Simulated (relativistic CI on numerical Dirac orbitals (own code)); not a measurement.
**Sm²⁷⁺: q coefficients and field-shift factors**

Computed by Dirac-Coulomb-Breit CI, separate exchange-only KLI orbitals for each configuration, derivatives by finite differences, unscaled Slater integrals, QED left out (own radial code, finite nucleus).

Configuration list (outside the closed core [Ar] 3d10): 4s2.4p5, 4s.4p6, 4s2.4p4.4d, 4s.4p5.4d, 4s2.4p4.4f, 4s.4p5.4f. Double excitations out of closed p, d and f shells are left out; levels of such configurations are missing from the list, as are those of other unlisted configurations, and high levels can miss mixing partners.

With x = (α/α₀)² − 1 an excitation energy changes as ω = ω₀ + qx; K = 2q/ω₀ is the relative enhancement. Terms are leading LS components, so labels can repeat. The field-shift factor is F = δν/δ⟨r²⟩ for the transition from the lowest level.

Lowest level 4s2.4p5 2P°_3/2.

| Level | ω₀ (cm⁻¹) | q (cm⁻¹) | K | F (GHz/fm²) |
| --- | --- | --- | --- | --- |
| 4s2.4p5 2P°_1/2 | 280898 | 319800 | 2.28 | -20.4 |
| 4s.4p6 2S_1/2 | 826987 | 272800 | 0.66 | -335 |
| 4s2.4p4.4d 4D_3/2 | 879673 | 25650 | 0.0583 | 5.25 |
| 4s2.4p4.4d 4D_5/2 | 886483 | 35470 | 0.08 | 4.98 |
| 4s2.4p4.4d 2P_1/2 | 905316 | 63620 | 0.141 | -20.9 |
| 4s2.4p4.4d 4F_7/2 | 905865 | 36510 | 0.0806 | 4.95 |
| 4s2.4p4.4d 2F_7/2 | 944175 | 73660 | 0.156 | 5.65 |
| 4s2.4p4.4d 4F_9/2 | 948192 | 79890 | 0.169 | 5.71 |
| 4s2.4p4.4d 2D_3/2 | 957600 | 35940 | 0.0751 | 5.24 |
| 4s2.4p4.4d 4P_1/2 | 1026906 | 166500 | 0.324 | -78.9 |
| 4s2.4p4.4d 2D_5/2 | 1030885 | 90040 | 0.175 | 6.04 |
| 4s2.4p4.4d 2D_3/2 | 1050647 | 118100 | 0.225 | 3.31 |
| 4s2.4p4.4d 2F_5/2 | 1062624 | 135000 | 0.254 | 1.48 |
| 4s2.4p4.4d 4D_1/2 | 1129457 | 339100 | 0.601 | -15 |
| 4s2.4p4.4d 4D_3/2 | 1158568 | 341800 | 0.59 | -14.3 |
| 4s2.4p4.4d 2F_5/2 | 1191828 | 331600 | 0.556 | -13.9 |
| 4s2.4p4.4d 2G_7/2 | 1193979 | 343200 | 0.575 | -15 |
| 4s2.4p4.4d 4D_7/2 | 1208682 | 391700 | 0.648 | -13.7 |
| 4s2.4p4.4d 2P_3/2 | 1234925 | 399100 | 0.646 | -13.3 |
| 4s2.4p4.4d 2G_9/2 | 1246574 | 398800 | 0.64 | -14.3 |
| 4s2.4p4.4d 2F_5/2 | 1247698 | 398300 | 0.638 | -13.6 |
| 4s2.4p4.4d 2D_5/2 | 1270767 | 393700 | 0.62 | -12.7 |
| 4s2.4p4.4d 2F_7/2 | 1297632 | 394300 | 0.608 | -13 |

At this charge energies of transitions that change n are usually good to better than 1 %, and those within a shell (Δn = 0) to a few per cent.
